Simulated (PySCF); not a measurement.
Results of a calculation; reference values are marked as such.
# CH6ClOSi2

CH6ClOSi2 is a small molecule (built as: Si site whose three back bonds go to OSiH3, CH3, Cl), neutral, doublet. The structure, one conformer, was relaxed in the gas phase by PBE0-D3(BJ)/def2-SVP. No frequency run checks that it is a minimum.

SMILES: C[Si](Cl)O[SiH3]

```
atom   x (Å)   y (Å)   z (Å)
 Si1   0.555   0.742  -0.559
  O2  -0.773  -0.138  -0.104
 Si3  -2.372   0.074   0.325
  C4   2.084  -0.153   0.045
 Cl5   0.438   2.602   0.391
  H6  -2.464   0.526   1.744
  H7  -3.057  -1.239   0.173
  H8  -3.022   1.085  -0.561
  H9   2.994   0.415  -0.195
 H10   2.147  -1.150  -0.416
 H11   2.010  -0.271   1.138
```

EPR values by unrestricted B3LYP, IGLO-III on C Cl O Si, pcH-1 on H.

(1) Predict g and the largest hyperfine couplings. Where does the spin sit?

(2) How do the isotropic couplings move with BHandHLYP?

## Answers

(1) g = 2.0008, 2.0020, 2.0054. The spin sits on Si1 (78 %, bonded to 1 C + 1 Cl + 1 O) by Mulliken populations.
```csv
atom,isotope,isotropic (MHz),"dipolar, principal values (MHz)"
Si1,29Si,-830.1,"-131.6, 65.3, 66.3"
C4,13C,90.8,"-10.1, -9.5, 19.6"
Cl5,35Cl,28.8,"-18.5, -18.0, 36.5"
O2,17O,-37.7,"-23.8, 11.4, 12.4"
H11,1H,38.2,"-5.8, -0.4, 6.2"
H9,1H,-7.6,"-6.3, -2.3, 8.6"
```

(2) Si1 -830.1 to -866.3 MHz, C4 90.8 to 91.1 MHz, Cl5 28.8 to 31.7 MHz, O2 -37.7 to -40.9 MHz.
